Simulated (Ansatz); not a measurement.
`N#[C][Ga]([F])[F]` + `O[SiH3]` → `[F][Ga]([F])[O][SiH3]` + `C#N` at 298.15 K and 1 bar (ligand exchange at a Ga–C bond).

Program: Ansatz. Geometries: PBE0-D4/def2-TZVP. ΔE: electronic, gas phase. CBS: MP2 limit from def2 TZ/QZ plus the TZ coupled-cluster correction, frozen cores. This one scheme is used for every species. For Ga outer-core shells are correlated without core-valence functions, which leaves a few kJ/mol of doubt a bond. Scalar relativity is left out up to krypton. Each species was taken in one conformer, which may not be the lowest.

| species | CCSD(T)/CBS energy (Eh) | H − E (kJ/mol) | S (J/(mol·K)) |
| --- | --- | --- | --- |
| `N#[C][Ga]([F])[F]` | -2216.34654 | 50.2 | 328.6 |
| `O[SiH3]` | -366.69042 | 113.6 | 257.8 |
| `[F][Ga]([F])[O][SiH3]` | -2489.72997 | 111.4 | 388.2 |
| `C#N` | -93.32098 | 52.4 | 201.2 |

H − E and S are ideal-gas, rigid-rotor, harmonic terms from PBE0-D4/def2-TZVP, for one conformer and one mirror image of each species. 1 Eh = 2625.50 kJ/mol, R = 8.31446 J/(mol·K).

Task: By hand: ΔE, ΔH, ΔS and ΔG.

Result: ΔE = (-2489.72997) + (-93.32098) − (-2216.34654) − (-366.69042) = -0.01399 Eh = -36.7 kJ/mol. Δ(H − E) = 111.4 + 52.4 − 50.2 − 113.6 = 0.0, so ΔH = -36.7 kJ/mol. ΔS = 388.2 + 201.2 − 328.6 − 257.8 = 3.0 J/(mol·K). ΔG = -36.7 − 298.15 × (3.0)/1000 = -37.6 kJ/mol.

Task: By hand: the equilibrium constant, and the temperature at which ΔG would vanish if ΔH and ΔS stayed fixed.

Result: log₁₀ K = −ΔG/(RT ln 10) = 6.6. ΔH and −TΔS have one sign here, so there is no such temperature. One of them is within its doubt of zero, so this could turn.

The number of gas molecules stays the same, so ΔS is small and ΔH decides. A doubt of 5 kJ/mol in ΔE shifts log₁₀ K by 0.9 here. Other conformers and mirror images would add mixing entropy, several J/(mol·K) or more a flexible species. Modes under 60 cm⁻¹, often nearly free rotors, make the harmonic entropy too high. These are equilibria of isolated gas molecules and say nothing of rates. Largest T1 diagnostic: 0.015 (customary marks: 0.02 for closed shells, 0.045 for open ones).
